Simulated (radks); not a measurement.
Removal energies from the hafnium ion Hf8+, [Kr] 4d10 4f11 5s2 5p5, by Delta-SCF beside the eigenvalue of the level emptied. Calculated with a radial shooting solver on a logarithmic mesh with Libxc functionals: scalar-relativistic Kohn-Sham, LDA (Slater exchange, Perdew-Wang correlation), spin-polarised, spherical densities, finite nucleus; Fermi nuclear charge, rms radius of each element as measured or else 0.836 A^(1/3) + 0.57 fm. Open shells are filled with parallel spins first.

\begin{tabular}{lrrr}
removed from & final configuration & Delta-SCF (eV) & -eigenvalue (eV) \\ \hline
5p & [Kr] 4d10 4f11 5s2 5p4 & 160.24 & 151.23 \\
4f & [Kr] 4d10 4f10 5s2 5p5 & 170.12 & 155.32 \\
5s & [Kr] 4d10 4f11 5s1 5p5 & 198.31 & 188.40 \\
4d & [Kr] 4d9 4f11 5s2 5p5 & 363.68 & 348.20 \\
\end{tabular}
